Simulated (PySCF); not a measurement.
C2H7NOSi.
SMILES: `[SiH2](OC=C)N`

The closed-shell SCF was solved with PySCF and density fitting under several settings on one GFN2-xTB geometry (grid level 2 and gas phase unless stated).

| settings | basis functions | SCF cycles | E (Eh) | HOMO (eV) | LUMO (eV) | dipole (D) |
| --- | --- | --- | --- | --- | --- | --- |
| PBE0/pcSseg-1 | 127 | 14 | -499.5214 | -6.87 | 0.57 | 1.55 |
| CAM-B3LYP/def2-SVPD | 163 | 13 | -499.6021 | -8.28 | 1.07 | 1.40 |

Q: Estimate the row for these settings: OLYP/pcSseg-1, energy threshold 1e-08 Eh.

A: 
```csv
settings,basis functions,SCF cycles,E (Eh),HOMO (eV),LUMO (eV),dipole (D)
"OLYP/pcSseg-1, energy threshold 1e-08 Eh",127,10,-499.8010,-5.48,-0.21,1.57
```

Q: Over all rows, what range does the HOMO–LUMO gap span?

A: From 5.27 eV (OLYP/pcSseg-1, energy threshold 1e-08 Eh) to 9.35 eV (CAM-B3LYP/def2-SVPD). The functional of the narrowest has no exact exchange, that of the widest range-separated exact exchange.

Q: And the dipole moment?

A: From 1.40 D (CAM-B3LYP/def2-SVPD) to 1.57 D (OLYP/pcSseg-1, energy threshold 1e-08 Eh); the largest is 1.12 times the smallest, and the median is 1.55 D.

Cycle counts include a coarse-grid stage where the run had one.

Conformer computed: `[CH2:1]=[CH:2][O:3][SiH2:4][NH2:5]`: C1–C2–O3–Si4 2°, C2–O3–Si4–N5 -58°, H–N5–Si4–O3 -178°, H–N5–Si4–O3 -40°.

One conformer stands for the species.
